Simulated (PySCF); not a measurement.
State search for ZnN⁺

Unrestricted PBE0; Zn def2-SVP, N def2-SVP; no relativity (PySCF 2.14). Outer shells of the fragments: Zn+ 3d10 4s1; N 2s2 2p3.

Followed along the bond (rough minima from three points):

| 2Ms+1 | unpaired | ⟨S²⟩ at the start | R at minimum (Å) | Te (eV) |
| --- | --- | --- | --- | --- |
| 3 | π ↑↑ | 2.21 | 1.99 | 0.00 |
| 1 | π ↑↓ | 1.00 | 1.94 | 0.74 |
| 5 | σ ↑↑, π ↑↑ | 6.00 | none in the scan | ≤ 1.31 |

Solutions found at the starting distance of 1.945 Å, counted from the lowest of them; the search is not exhaustive and high or unbound solutions are not listed, so other states can lie among these:

```csv
2Ms+1,unpaired,term,E (eV),⟨S²⟩,⟨Lz²⟩,μ (D)
3,π ↑↑,³Σ⁻,0.00,2.21,0.00,-2.72
1,π ↑↓,mixed,0.73,1.00,2.01,-3.36
5,"σ ↑↑, π ↑↑",⁵Σ⁻,1.62,6.00,0.00,1.29
1,none,mixed,2.54,0.00,2.00,-3.46
3,"σ ↑, π ↑",³Π,2.67,2.01,1.01,-4.51
3,"σ ↑↑, π ↑↓",mixed,2.92,3.01,2.01,1.17
1,"σ ↓↓, π ↑↑",mixed,2.96,2.01,0.00,1.12
1,"σ ↓, π ↑",mixed,3.14,1.01,1.01,-4.24
3,"σ ↑, π ↑",³Π,3.59,2.00,1.00,1.48
1,"σ ↓, π ↑",mixed,3.69,1.00,1.00,1.48
3,σ ↑↑,mixed,4.81,2.00,2.00,1.18
5,"σ ↑, π ↑↑↑",⁵Π,6.61,6.01,1.00,0.13
3,"σ ↑, π ↑↑↓",mixed,7.84,3.01,3.01,0.05
```

A term symbol is given only where ⟨S²⟩ and ⟨Lz²⟩ are close to those of a pure state; real π, δ and φ orbitals otherwise mix terms. A positive dipole points towards N; it is taken about the centre of mass and depends on that origin.

Counting both spins, an empty level lies below a filled one in some of these solutions, because spin and occupation are held.
